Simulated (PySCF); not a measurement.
Computed vibrations of LaO(OH)

LaO(OH) (singlet). PySCF 2.14.0, RKS PBE0, La lcecp-1-SVP with ECP46, O def2-SVP, H def2-SVP; non-relativistic Hamiltonian with scalar-relativistic core potentials where named; density fitting; no spin-orbit coupling. Central differences of gradients.

```xyz
4

La    0.0830   -0.0122   -0.2207
O     1.3552    0.0497    1.2075
O    -1.9274    0.0502    0.6161
H    -2.3595    0.0987    1.4732
```

Run from Python with OMP_NUM_THREADS=2. Where DIIS fails, smearing, a level shift and second-order steps follow.
It took 29 s on 2 threads of Arm Neoverse V2, on a shared host.

Problem. What are the harmonic wavenumbers and infrared intensities?

Solution. Modes are labelled in Cs; negative numbers are unstable modes, those under 60 cm⁻¹ near the noise; a finer grid moves soft modes by up to 10 cm⁻¹.
```csv
cm⁻¹,km/mol,symmetry
143,28.8,a'
398,141.3,a'
488,177.8,a''
551,122.0,a'
793,199.6,a'
3942,87.5,a'
```

Problem. Is this a minimum?

Solution. Yes. Ideal gas at 298.15 K and 1 bar: S = 297.7 J/(mol K), Cp = 60.3 J/(mol K), H − H(0 K) = 13.8 kJ/mol (rigid rotor, harmonic modes, spin degeneracy alone).
